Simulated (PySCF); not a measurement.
Compound: vinylfuran, C₆H₆O.
SMILES with atom numbers: `[CH2:1]=[CH:2][c:3]1[cH:4][cH:5][cH:6][o:7]1` (hydrogens: H8, H9 on C1; H10 on C2; H11 on C4; H12 on C5; H13 on C6)

Cartesian coordinates in Å at the GFN2-xTB level; atoms count from 1:
```xyz
13
C6H6O angstrom
C     -2.4390    0.4525    0.2650
C     -1.5150   -0.4219   -0.1212
C     -0.0948   -0.1825   -0.0713
C      0.9520   -0.9946   -0.4370
C      2.1319   -0.2640   -0.1807
C      1.7247    0.9354    0.3200
O      0.3878    0.9952    0.3901
H     -2.1665    1.4207    0.6491
H     -3.4892    0.2270    0.2083
H     -1.7914   -1.3934   -0.5069
H      0.8821   -1.9854   -0.8374
H      3.1401   -0.5845   -0.3452
H      2.2729    1.7960    0.6494
```

A PySCF run (density fitting, gas phase, GFN2-xTB geometry) gave HOMO -7.33 eV, LUMO 0.15 eV, dipole 0.80 D and E = -307.059 Eh.

Problem. Which of these levels was it?
A. OLYP/6-31++G**
B. PBE0/Sadlej pVTZ
C. PW91/MINI
D. PBE0/pcSseg-1
E. CAM-B3LYP/def2-SVPD

Solution. E. It is CAM-B3LYP/def2-SVPD. All candidates on this geometry:

| level and settings | kind | basis functions | SCF cycles | E (Eh) | HOMO (eV) | LUMO (eV) | dipole (D) |
| --- | --- | --- | --- | --- | --- | --- | --- |
| OLYP/6-31++G** | GGA | 162 | 15 | -307.3413 | -5.01 | -1.57 | 0.83 |
| PW91/MINI, energy threshold 1e-11 Eh, start guess sap | GGA | 41 | 14 | -304.8562 | -7.64 | -3.85 | 0.50 |
| PBE0/Sadlej pVTZ, grid level 1, level shift 0.2 Eh | global hybrid | 222 | 12 | -307.1335 | -6.10 | -0.94 | 0.78 |
| PBE0/pcSseg-1 | global hybrid | 149 | 14 | -307.0338 | -6.14 | -0.84 | 0.76 |
| CAM-B3LYP/def2-SVPD | range-separated hybrid | 191 | 13 | -307.0592 | -7.33 | 0.15 | 0.80 |

The nearest other candidate, by the summed differences of HOMO and LUMO, is PBE0/pcSseg-1: its HOMO differs by +1.19 eV and its LUMO by -0.99 eV. Cycle counts include a coarse-grid stage where the run had one. All basis functions are spherical, in the Pople sets too.
